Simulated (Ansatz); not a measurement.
B(NH3)Et3 (C₆H₁₈BN), relaxed as a singlet with RKS PBE-D4/def2-SVP in Ansatz, starting from the GFN2-xTB geometry. Force threshold 0.02 eV/Å.

Start:

```xyz
26

B     0.045    0.051    0.074
N    -0.688   -0.773   -1.157
H    -1.063   -1.639   -0.786
H     0.006   -0.965   -1.872
H    -1.432   -0.195   -1.532
C     0.784    1.322   -0.637
C    -0.128    2.328   -1.346
H     1.520    0.979   -1.371
H     1.353    1.871    0.115
H     0.452    3.151   -1.763
H    -0.673    1.866   -2.170
H    -0.850    2.749   -0.652
C     1.090   -1.013    0.743
C     2.206   -1.531   -0.168
H     0.557   -1.886    1.132
H     1.564   -0.547    1.609
H     2.870   -2.203    0.375
H     1.807   -2.086   -1.018
H     2.806   -0.708   -0.549
C    -1.167    0.488    1.080
C    -1.950   -0.654    1.735
H    -1.892    1.120    0.559
H    -0.758    1.106    1.882
H    -2.719   -0.265    2.402
H    -2.450   -1.278    0.993
H    -1.290   -1.287    2.323
```

(1) Estimate the energy that the relaxation releases and the steps that it takes.

(2) Does the start keep its bonding and symmetry?

(3) Predict the relaxed structure.

## Answers

(1) 20.3 kJ/mol, in 10 steps; 23 s on 4 threads of Arm Neoverse V2 on a shared host. The force fell under the threshold at step 6, but the optimiser went on. No frequencies were taken in this run, so the end may be a saddle point.

(2) By distances, no bond broke or formed. The bond that changes most is C7–H11, from 1.09 to 1.12 Å (atoms count from 1). Point group C3 at the start, C3 at the end, both within 0.05 Å.

(3) 
```xyz
26

B     0.0449    0.0504    0.0758
N    -0.6989   -0.7826   -1.1679
H    -1.3265   -1.5119   -0.7979
H    -0.0005   -1.2394   -1.7730
H    -1.2599   -0.1454   -1.7528
C     0.7797    1.3205   -0.6486
C    -0.1316    2.3496   -1.3319
H     1.5379    0.9677   -1.3880
H     1.3802    1.8393    0.1334
H     0.4292    3.1670   -1.8337
H    -0.7718    1.8956   -2.1267
H    -0.8285    2.8276   -0.6123
C     1.0892   -1.0228    0.7357
C     2.2385   -1.5087   -0.1585
H     0.5429   -1.9125    1.1309
H     1.5217   -0.5417    1.6427
H     2.8895   -2.2617    0.3350
H     1.8768   -1.9957   -1.0965
H     2.8943   -0.6728   -0.4801
C    -1.1716    0.4832    1.0810
C    -1.9413   -0.6553    1.7651
H    -1.9022    1.1431    0.5549
H    -0.7284    1.1368    1.8668
H    -2.7750   -0.2974    2.4063
H    -2.4083   -1.3583    1.0335
H    -1.2803   -1.2744    2.4068
```
Bond lengths: 3 × C–C 1.54 Å; 3 × B–C 1.64 Å; 1 × B–N 1.67 Å; 15 × C–H 1.11 to 1.12 Å; 3 × H–N 1.03 Å.
